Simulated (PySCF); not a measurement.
System: sum formula H$_{6}$Si$_{2}$O$_{3}$, charge 0, multiplicity 1. 
Coordinates optimised at B3LYP-D3(BJ)/def2-TZVP (Ansatz):
```
Si
O 1 1.6402
H 2 0.9625 1 118.19
O 1 1.6439 2 108.61 3 43.17
H 4 0.9611 1 117.08 2 -145.82
O 1 1.6525 2 113.50 3 -72.30
H 6 0.9606 1 118.39 2 -61.60
Si 1 2.3384 2 105.40 3 165.16
H 8 1.4817 1 111.44 2 -55.13
H 8 1.4843 9 108.77 1 120.92
H 8 1.4852 9 108.75 10 117.33
```

Dispersion corrections to the total energy (kcal/mol) from the dftd3 and dftd4 libraries through PySCF: D3(BJ) without and D4 with the three-body term, each with the damping fitted for the functional named.

| functional | D3(BJ) | D4 |
|---|---|---|
| PBE | -5.31 | -5.68 |
| revPBE | -12.75 | -16.15 |
| PW6B95 | -3.12 | [?] |
| BHLYP | [?] | -7.29 |
| B3LYP | -9.63 | -9.18 |
| TPSSh | [?] | -6.94 |
| LC-wPBE | -5.38 | -6.36 |

Fill in the missing entries.


- PW6B95, D4: -4.79
- BHLYP, D3(BJ): -7.95
- TPSSh, D3(BJ): -6.39
